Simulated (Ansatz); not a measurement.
Z-matrix (Å, degrees):
```
C
Te 1 2.119
H 1 1.087 2 109.8
H 1 1.087 2 109.5 3 122.2
H 1 1.094 2 104.7 3 -119.0
C 2 2.100 1 96.8 3 116.0
S 6 1.617 2 125.3 1 2.0
C 6 1.497 2 111.5 1 -176.7
H 8 1.091 6 110.3 2 -146.1
H 8 1.093 6 112.7 2 -23.3
H 8 1.095 6 108.6 2 96.1
```

Total charge 0; spin multiplicity 1. Te: def2 effective core potential.

Task: List the PBE0/def2-TZVPP orbital energies in eV (the Gaussian-basis code of Ansatz). (An estimate is asked.)

Result: Computed: Occupied: -2421.87, -280.72, -278.72, -278.65, -217.21, -172.10, -161.02, -161.00, -160.84, -121.07, -120.98, -120.82, -44.28, -44.25, -44.09, -44.01, -44.00, -23.03, -20.40, -19.91, -17.29, -14.32, -12.60, -12.36, -12.01, -11.97, -11.13, -9.64, -8.80, -8.68, -6.36, -6.32. Lowest empty: -2.00, -0.69, 0.36, 1.51, 2.17, 2.52, 2.73, 3.13.
